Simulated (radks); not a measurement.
Ga III, configuration [Ar] 3d10 4s1 (the NIST ground configuration). Calculated with a radial shooting solver on a logarithmic mesh with Libxc functionals: Dirac Kohn-Sham, PBE, spin-unpolarised, spherical densities, finite nucleus; Fermi nuclear charge, rms radius 3.9973 fm.

Unscreened Slater integrals over Kohn-Sham orbitals (hartree). Large and small components are both included.

integral            value
F0(4s1/2,4s1/2)   0.43404
F0(4s1/2,3d5/2)   0.54867
G2(4s1/2,3d5/2)  0.060110
F0(4s1/2,3d3/2)   0.54911
G2(4s1/2,3d3/2)  0.059246
F0(4s1/2,3p3/2)   0.55765
G1(4s1/2,3p3/2)  0.034631
F0(3d5/2,3d5/2)    1.1626
F2(3d5/2,3d5/2)   0.53546
F4(3d5/2,3d5/2)   0.33266
F0(3d5/2,3d3/2)    1.1667
F2(3d5/2,3d3/2)   0.53736
G2(3d5/2,3d3/2)   0.53665
G4(3d5/2,3d3/2)   0.33343
F0(3d5/2,3p3/2)    1.2344
F2(3d5/2,3p3/2)   0.58083
G1(3d5/2,3p3/2)   0.71472
G3(3d5/2,3p3/2)   0.43448
F0(3d3/2,3d3/2)    1.1708
F2(3d3/2,3d3/2)   0.53928
F0(3d3/2,3p3/2)    1.2389
F2(3d3/2,3p3/2)   0.58293
G1(3d3/2,3p3/2)   0.71663
G3(3d3/2,3p3/2)   0.43575
F0(3p3/2,3p3/2)    1.3247
F2(3p3/2,3p3/2)   0.66079
